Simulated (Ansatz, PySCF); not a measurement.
Mg(I)(Et) (C2H5IMg), SMILES C[CH2][Mg][I].

The structure is a stationary point at PBE0-D3(BJ)/def2-SVP. The structure was generated by enumeration; whether it is a known compound was not checked. The def2 effective core potentials stand for the cores of I; spin–orbit coupling is left out. Other conformers were not sampled.

Vertical ionisation energy (IE) and electron affinity (EA) in eV. Rows of orbital energies are one-electron estimates. Where ΔSCF, EOM or ADC give a negative EA the extra electron is unbound and the value depends on the basis.

```tsv
level	IE	EA
−ε(HOMO), −ε(LUMO), B3LYP/def2-TZVP (PySCF)	6.74	1.45
−ε(HOMO), −ε(LUMO), PBE/def2-TZVP (PySCF)	5.81	1.89
ΔSCF, PBE0/def2-SVPD (Ansatz), final states of multiplicity 2 and 2	8.86	-0.02
ΔSCF, PBE/def2-SVPD (Ansatz), final states of multiplicity 2 and 2	8.56	0.05
```

Question: What vertical singlet–triplet gap does ΔSCF give with PBE0/def2-SVPD (Ansatz, an electronic-structure program) and with PBE/def2-SVPD (Ansatz)? (The exact figures need the calculation; the answer reports its results.)

Answer: 4.07 and 3.83 eV (triplet above singlet where positive).
